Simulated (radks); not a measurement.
All-electron atom: Mn+ in [Ar] 3d5 4s1.

Method: Dirac Kohn-Sham, PBE, spin-unpolarised, spherical densities, finite nucleus; open shells fill j = l - 1/2 first; Fermi nuclear charge, rms radius 3.7057 fm; computed with a radial shooting solver on a logarithmic mesh with Libxc functionals.

Energy parts (eV):
part                      energy
total                 -31511.107
kinetic                31915.567
electron-nucleus      -75091.348
Hartree                13073.621
exchange-correlation   -1408.946

Orbitals (lengths in bohr, moments of r in powers of bohr; r(90%) holds 90 % of the orbital's charge):
| orbital | occ. | eigenvalue (eV) | <r^4> | <r^2> | r(90%) |
|---|---|---|---|---|---|
| 1s1/2 | 2 | -6436.396 | 0.00006400 | 0.004988 | 0.109 |
| 2s1/2 | 2 | -751.7570 | 0.01487 | 0.09216 | 0.433 |
| 2p1/2 | 2 | -644.9997 | 0.01120 | 0.07398 | 0.402 |
| 2p3/2 | 4 | -634.5686 | 0.01166 | 0.07564 | 0.406 |
| 3s1/2 | 2 | -94.0393 | 1.142 | 0.8381 | 1.28 |
| 3p1/2 | 2 | -63.6242 | 1.600 | 0.9528 | 1.39 |
| 3p3/2 | 4 | -62.3567 | 1.666 | 0.9721 | 1.40 |
| 3d3/2 | 4 | -14.9462 | 9.242 | 1.854 | 2.07 |
| 3d5/2 | 1 | -14.8261 | 9.429 | 1.872 | 2.08 |
| 4s1/2 | 1 | -11.8713 | 130.5 | 9.026 | 4.19 |

The highest occupied level is 4s1/2 at -11.871 eV. The electron density at the nucleus is 1.317e+04 e/bohr^3. Summed over all electrons, <r^2> = 26.43 bohr^2, which gives a Langevin (diamagnetic) susceptibility term of -20.9 x 10^-6 cm^3/mol.
